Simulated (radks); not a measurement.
Task: All-electron atom: Cd VI in [Kr] 4d7. Calculated with a radial shooting solver on a logarithmic mesh with Libxc functionals: Dirac Kohn-Sham, PBE, spin-unpolarised, spherical densities, finite nucleus; open shells fill j = l - 1/2 first; Fermi nuclear charge, rms radius 4.6087 fm. Some entries of the table are withheld. Estimate them.

orbital,occ.,eigenvalue (eV),r(max) (bohr),<1/r> (bohr^-1)
1s1/2,2,-26584.12,0.01968,50.64
2s1/2,2,-4010.766,0.1114,11.69
2p1/2,2,-3739.104,0.08597,11.67
2p3/2,4,-3546.649,0.09031,10.94
3s1/2,2,-808.9013,0.3240,4.107
3p1/2,2,-700.0570,0.3104,4.013
3p3/2,4,-665.6487,0.3204,3.834
3d3/2,4,-473.1372,0.2640,(1)
3d5/2,6,-466.1401,0.2669,(2)
4s1/2,2,-178.5601,0.7917,(3)
4p1/2,2,-143.0177,0.8221,1.495
4p3/2,4,-136.8661,0.8456,1.441
4d3/2,4,-80.8008,0.9379,1.192
4d5/2,3,-79.9112,0.9464,1.179

Result: 
(1) 3d3/2 <1/r> (bohr^-1): 3.674
(2) 3d5/2 <1/r> (bohr^-1): 3.627
(3) 4s1/2 <1/r> (bohr^-1): 1.605
